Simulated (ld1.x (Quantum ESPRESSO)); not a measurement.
# Which change was made? (Se, PAW)

* Element: selenium (Se)
* Generator: ld1.x (Quantum ESPRESSO) 7.5
* Type: PAW
* Functional: BLYP
* Relativity: scalar-relativistic
* Frozen core: [Ar] 3d10
* Valence charge: 6
* Reference configuration: 4s2 4p3 (charge +1)
* Partial waves: 4s (bound): rcut 1.50, rcutus 1.70 bohr; 4s channel at -0.95 Ry: rcut 1.50, rcutus 1.70 bohr; 4p (bound): rcut 1.40, rcutus 1.60 bohr; 4p channel at 0.15 Ry: rcut 1.40, rcutus 1.60 bohr; 4d channel at 0.25 Ry: rcut 1.00, rcutus 1.35 bohr; 4d channel at 1.4 Ry: rcut 1.00, rcutus 1.35 bohr
* Local potential: all-electron potential smoothed inside 1.20 bohr (lloc = -1)
* Core correction: Bessel-smoothed model core inside 0.85 bohr
* Augmentation charge: PSQ, inside the norm-conserving radii

Cutoffs, loose and tight: the cutoffs (Ry, on a coarse ladder) from which the occupation-weighted sum of valence levels, in a spherical-Bessel basis at the reference potential, stays within 10 and 1 mRy of its value at 400 Ry. They do not see the model core or the augmentation charge, which bear on the density cutoff. Test errors are all-electron minus pseudo excitation energies from the reference, over the configurations 4s2 4p4; 4s2 4p2; 4s2 4p1; 4s2 4p4.3; 4s1 4p5; 4s2 4p3.5; 4s0 4p6; variants that change the core or the reference have their own tests.

The base gives: outcome: generated; cutoff, loose: 10 Ry; cutoff, tight: 25 Ry; bound ghosts: d; largest test error (meV): -67.

After one change the result is: outcome: generated; cutoff, loose: 10 Ry; cutoff, tight: 21 Ry; bound ghosts: d, s; largest test error (meV): -79. Which change was it?
A. local potential all-electron potential smoothed inside 0.82 bohr (lloc = -1)
B. local potential all-electron potential smoothed inside 0.72 bohr (lloc = -1)
C. local potential all-electron potential smoothed inside 1.04 bohr (lloc = -1)

C. The others give: local potential all-electron potential smoothed inside 0.72 bohr (lloc = -1) → outcome: generated; cutoff, loose: 10 Ry; cutoff, tight: 160 Ry; bound ghosts: s, d, p; largest test error (meV): -73 | local potential all-electron potential smoothed inside 0.82 bohr (lloc = -1) → outcome: generated; cutoff, loose: 25 Ry; cutoff, tight: 25 Ry; bound ghosts: s, d; largest test error (meV): -73.
